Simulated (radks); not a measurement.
Values are calculated unless marked as measured or tabulated.
How relativity changes the ionisation of neutral gadolinium ([Xe] 4f7 5d1 6s2) to Gd+ ([Xe] 4f7 5d1 6s1). Spin-unpolarised spherical Kohn-Sham, PBE, point nucleus unless stated (finite: rms radius 5.1569 fm), a radial shooting solver on a logarithmic mesh with Libxc functionals. A level marked "c x" has the speed of light scaled by that factor and shares open shells by 2j + 1; other Dirac levels either fill j = l - 1/2 first or share by 2j + 1.

level                               E(Gd) (hartree)  E(Gd+) (hartree)  IE (eV)   HOMO  <r> HOMO (bohr)
non-rel.                                -10823.1986       -10822.9719    6.168     5d            2.680
scalar-rel.                             -11271.1198       -11270.8756    6.645     5d            2.848
scalar-rel., finite nucleus             -11270.2583       -11270.0141    6.645     5d            2.848
Dirac, 2j+1 shares                      -11280.0946       -11279.8504    6.646  5d5/2            2.895
Dirac, low j first                      -11280.1836       -11279.9404    6.617  5d3/2            2.803
Dirac, 2j+1 shares, finite nucleus      -11279.2279       -11278.9837    6.645  5d5/2            2.894
Dirac, c x 5                            -10839.6157       -10839.3885    6.184  5d5/2            2.687
Dirac, c x 10                           -10827.2903       -10827.0635    6.172  5d5/2            2.681
Dirac, c x 100                          -10823.2395       -10823.0128    6.168  5d5/2            2.680

NIST Atomic Spectra Database: 6.150 eV (measured). The relativistic part of the total energy of Gd is -456 hartree (Dirac, 2j+1 shares, finite nucleus), 4.2 % of the non-relativistic value. Spin polarisation and multiplet splitting of open shells are left out at every level.

Beside tabulated values, note that relativity, absent from the non-relativistic runs, is large for the heavy elements, and spin-unpolarised runs miss the spin-polarisation part of the exchange energy of open shells.
